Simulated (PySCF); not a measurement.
**Cadmium: highly charged ions in a basis for the neutral atom**

Cd⁹⁺ [Kr] 4d3, Cd¹⁰⁺ [Kr] 4d2. Computed with PySCF 2.14 in def2-SVP with the def2 core potential (28 electrons), with a scalar-relativistic core potential. No spin-orbit coupling, so a gap to NIST mixes the basis error with missing relativistic terms.

Changed run: basis of the neutral atom used for a highly charged ion. This setting is unsound on purpose.

```tsv
species	method	sound run (hartree)	changed run (hartree)	converged
Cd⁹⁺	UHF	not run	-142.34050	yes
Cd⁹⁺	PBE0	not run	-142.78351	yes
Cd⁹⁺	r2SCAN	not run	-142.85810	yes
Cd¹⁰⁺	UHF	not run	-135.90484	yes
Cd¹⁰⁺	PBE0	not run	-136.31569	yes
Cd¹⁰⁺	r2SCAN	not run	-136.38008	yes
```

Ionisation energy of Cd⁹⁺:

```tsv
method	changed run (eV)	NIST (eV)
UHF	175.12	173 ± 2.2
PBE0	176.00	173 ± 2.2
r2SCAN	176.28	173 ± 2.2
```

The contracted functions were made for the neutral atom and can be too rigid for a highly charged ion.
